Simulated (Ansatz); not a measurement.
Ideal-gas functions of GaH4OSb (`[GaH2][O][SbH2]`) at 500 K and 1 bar, from an Ansatz frequency run at PBE0-D4/def2-TZVP.

Molar mass 211.51 g/mol, point group C1 (symmetry number 1), electronic degeneracy 1, moments of inertia 18.307, 538.933, 551.313 u Å². Harmonic wavenumbers (cm⁻¹, unscaled): 49, 106, 136, 407, 524, 619, 659, 695, 712, 832, 843, 1900, 1909, 1983, 2008.

Use S(trans) = R[1.5 ln M + 2.5 ln T − 1.1517]; rotational temperatures θ = 24.2544 K / I; S(rot) = R[ln(√π/σ · √(T³/θAθBθC)) + 1.5]; for each mode x = 1.438777 ν̃/T, S = R[x/(eˣ − 1) − ln(1 − e⁻ˣ)] and H = RT x/(eˣ − 1); 1 cm⁻¹ = 0.0119627 kJ/mol; R = 8.31446 J/(mol·K).

Question: By hand: the entropy, in J/(mol·K).

Answer: Translation 186.4. Rotation: θ = 1.3249, 0.045, 0.044 K, giving 119.4. Vibration, mode by mode: 24.61, 18.22, 16.17, 7.46, 5.65, 4.53, 4.14, 3.81, 3.67, 2.79, 2.73, 0.23, 0.22, 0.19, 0.17, in all 94.6. Electronic 0.0. Sum 400.4 J/(mol·K).

Question: By hand: H − E and G − E in kJ/mol, counted from the electronic energy.

Answer: Zero-point energy ½ × 13382 × 0.0119627 = 80.0; thermal vibration 22.6; translation, rotation and pV give 4 RT = 16.6. H − E = 119.2 kJ/mol, and G − E = 119.2 − 500 × 400.4/1000 = -81.0 kJ/mol.

Vibration gives 24 % of the entropy, 59.0 J/(mol·K) of it from the modes under 150 cm⁻¹: soft modes count most, and the harmonic formula is weakest for them. The sum counts one conformer and one mirror image; others add a mixing term.
